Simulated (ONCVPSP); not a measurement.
u(r) = r·R(r): atom against pseudo-atom (Zr)

Columns: radius, all-electron u(r) and pseudo u(r) of the 4s shell (level -54.51 eV) of zirconium in the configuration [Ar] 3d10 4s2 4p6 4d2 5s2; LDA (Perdew-Zunger), scalar-relativistic, ONCV scheme, ONCVPSP 4.0.1.

```tsv
r (bohr)	all-electron	pseudo
0.098	0.3461	0.1223
0.195	-0.0279	0.2421
0.292	-0.4968	0.3593
0.390	-0.5221	0.4735
0.488	-0.2418	0.5815
0.585	0.1328	0.6796
0.682	0.4807	0.7660
0.780	0.7510	0.8379
0.878	0.9289	0.8915
0.975	1.0227	0.9241
1.072	1.0510	0.9356
1.170	1.0309	0.9261
1.268	0.9781	0.8974
1.365	0.9059	0.8525
1.463	0.8227	0.7934
1.560	0.7371	0.7248
1.658	0.6519	0.6488
1.755	0.5718	0.5716
1.852	0.4977	0.4977
1.950	0.4299	0.4298
2.047	0.3698	0.3698
2.145	0.3162	0.3162
2.242	0.2698	0.2697
2.340	0.2290	0.2290
2.438	0.1939	0.1938
2.535	0.1640	0.1640
```

**Question.** How many radial nodes do the two functions have?

**Answer.** The all-electron 4s function has n − l − 1 = 3 (the table is too coarse to show those close to the nucleus); the pseudo-wave has 0, since the states of the same l below it are removed with the core.

**Question.** At about which radius was the pseudo-wave matched?

**Answer.** 1.80 bohr, where the columns begin to agree (steps of 0.10 bohr).

**Question.** Is the pseudo-wave norm-conserving?

**Answer.** Yes: the ONCV scheme keeps the norm inside the radius equal to the all-electron one, which fixes the energy derivative of the logarithmic derivative at the level.
